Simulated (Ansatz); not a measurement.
`[F][Al]([Cl])[Cl]`. Total charge 0; spin multiplicity 1. The geometry is a stationary point of PBE0-D4/def2-TZVP.

```xyz
4

F    -0.923   -1.038    1.031
Al   -0.052   -0.058    0.058
Cl    1.410    1.145    0.883
Cl   -0.434   -0.049   -1.971
```

**Question.** What is the dipole moment at ωB97M-V/def2-TZVPP? (An estimate is asked.)

**Answer.** Ansatz gave: 0.44 D, with components (0.23, 0.26, -0.26) D in this frame, pointing from negative to positive charge.

**Question.** And with PBE, r2SCAN, B3LYP? (Estimate.)

**Answer.** Computed: PBE 0.45 D, r2SCAN 0.41 D, B3LYP 0.47 D.

**Question.** Give the Mulliken charges with ωB97M-V, PBE, B3LYP in def2-TZVPP. (Best estimate.)

**Answer.** Computed: 
| atom | ωB97M-V | PBE | B3LYP |
| --- | --- | --- | --- |
| F1 | -0.31 | -0.28 | -0.32 |
| Al2 | 0.68 | 0.64 | 0.73 |
| Cl3 | -0.18 | -0.18 | -0.20 |
| Cl4 | -0.18 | -0.18 | -0.20 |

B3LYP here is the variant with VWN-RPA as its local correlation; programs differ in this.
